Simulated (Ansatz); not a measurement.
Pulling on the O3–H4 bond in FHOSi (SMILES O[Si]F) (multiplicity 1 held, fragments rigid). Energies count from the point at 0.966 Å.
Geometry at that point (charge 0, multiplicity 1):
```tsv
atom	x (Å)	y (Å)	z (Å)
Si	0.0094	0.0060	0.6102
F	-0.7351	1.0256	-0.4174
O	0.7308	-1.0461	-0.4256
H	0.6386	-0.9461	-1.3817
```

Signs of static correlation in cc-pV(T+d)Z, with CASSCF(4,3), from Ansatz (an electronic-structure program) runs.

```json
[
 {"R (Å)": "0.773", "T1 of restricted CCSD": "0.014", "⟨S²⟩ of UHF": "0.000", "largest double amplitude of restricted CCSD": "0.108", "weight of the CASSCF reference in MRCISD": "0.900", "CASSCF natural occupations": "2.00 1.99 0.01"},
 {"R (Å)": "0.869", "T1 of restricted CCSD": "0.014", "⟨S²⟩ of UHF": "0.000", "largest double amplitude of restricted CCSD": "0.107", "weight of the CASSCF reference in MRCISD": "0.899", "CASSCF natural occupations": "2.00 1.99 0.01"},
 {"R (Å)": "0.966", "T1 of restricted CCSD": "0.015", "⟨S²⟩ of UHF": "0.000", "largest double amplitude of restricted CCSD": "0.106", "weight of the CASSCF reference in MRCISD": "0.898", "CASSCF natural occupations": "2.00 1.98 0.02"},
 {"R (Å)": "1.062", "T1 of restricted CCSD": "0.015", "⟨S²⟩ of UHF": "0.000", "largest double amplitude of restricted CCSD": "0.105", "weight of the CASSCF reference in MRCISD": "0.897", "CASSCF natural occupations": "2.00 1.97 0.03"},
 {"R (Å)": "1.159", "T1 of restricted CCSD": "0.015", "⟨S²⟩ of UHF": "0.000", "largest double amplitude of restricted CCSD": "0.104", "weight of the CASSCF reference in MRCISD": "0.897", "CASSCF natural occupations": "2.00 1.96 0.04"},
 {"R (Å)": "1.304", "T1 of restricted CCSD": "0.016", "⟨S²⟩ of UHF": "0.000", "largest double amplitude of restricted CCSD": "0.101", "weight of the CASSCF reference in MRCISD": "0.896", "CASSCF natural occupations": "2.00 1.94 0.06"},
 {"R (Å)": "1.449", "T1 of restricted CCSD": "0.018", "⟨S²⟩ of UHF": "___", "largest double amplitude of restricted CCSD": "0.098", "weight of the CASSCF reference in MRCISD": "0.896", "CASSCF natural occupations": "2.00 1.90 0.10"},
 {"R (Å)": "1.690", "T1 of restricted CCSD": "0.021", "⟨S²⟩ of UHF": "___", "largest double amplitude of restricted CCSD": "0.112", "weight of the CASSCF reference in MRCISD": "0.896", "CASSCF natural occupations": "2.00 1.79 0.21"},
 {"R (Å)": "1.932", "T1 of restricted CCSD": "0.026", "⟨S²⟩ of UHF": "0.897", "largest double amplitude of restricted CCSD": "0.150", "weight of the CASSCF reference in MRCISD": "0.896", "CASSCF natural occupations": "2.00 1.64 0.36"},
 {"R (Å)": "2.221", "T1 of restricted CCSD": "0.031", "⟨S²⟩ of UHF": "0.978", "largest double amplitude of restricted CCSD": "0.280", "weight of the CASSCF reference in MRCISD": "0.897", "CASSCF natural occupations": "2.00 1.44 0.56"},
 {"R (Å)": "2.608", "T1 of restricted CCSD": "0.037", "⟨S²⟩ of UHF": "1.010", "largest double amplitude of restricted CCSD": "0.464", "weight of the CASSCF reference in MRCISD": "0.898", "CASSCF natural occupations": "2.00 1.24 0.76"},
 {"R (Å)": "3.090", "T1 of restricted CCSD": "0.041", "⟨S²⟩ of UHF": "1.019", "largest double amplitude of restricted CCSD": "0.626", "weight of the CASSCF reference in MRCISD": "0.898", "CASSCF natural occupations": "2.00 1.11 0.89"}
]
```

Fill in the missing entries.


- 1.449, ⟨S²⟩ of UHF: 0.200
- 1.690, ⟨S²⟩ of UHF: 0.710

Doubts at one or more of the structures used: active orbitals that take no part (SC-NEVPT2 on CASSCF(4,3)/cc-pV(T+d)Z); a restricted determinant that unrestricted orbitals would lower (R-CCSD(T)/cc-pV(T+d)Z); other coupled-cluster roots lie near (R-CCSD(T)/cc-pV(T+d)Z); a spin-contaminated determinant (U-CCSD(T)/cc-pV(T+d)Z); T1 above 0.05 (U-CCSD(T)/cc-pV(T+d)Z); the program's own flag: large difference (U-CCSD(T)/cc-pV(T+d)Z).
